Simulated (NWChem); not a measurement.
Molecule: SiH₃O₃Cl; SMILES O[Si](Cl)(O)O

```xyz
8

O      1.4428    -0.5539     0.9109
Si     0.0000     0.0000     0.3709
O     -0.2417     1.5264     0.9109
O     -1.2011    -0.9725     0.9109
Cl     0.0000     0.0000    -1.7004
H      1.7210    -1.4264     0.6180
H      0.3748     2.2037     0.6180
H     -2.0958    -0.7773     0.6180
```
Atoms are numbered in this order, from 1.

Computed with NWChem. Coordinates come from a PBE0/def2-SVP optimisation.

For level LRC-wPBEh/def2-SVP:

```
Property                      Value
---------------------------  ------
highest occupied level (eV)  -10.80
orbital gap (eV)              13.40
```

Q: Estimate the same quantities for level PBE/def2-SVP.

A: The highest occupied level (eV) is -7.21. The orbital gap (eV) comes out as 7.16.
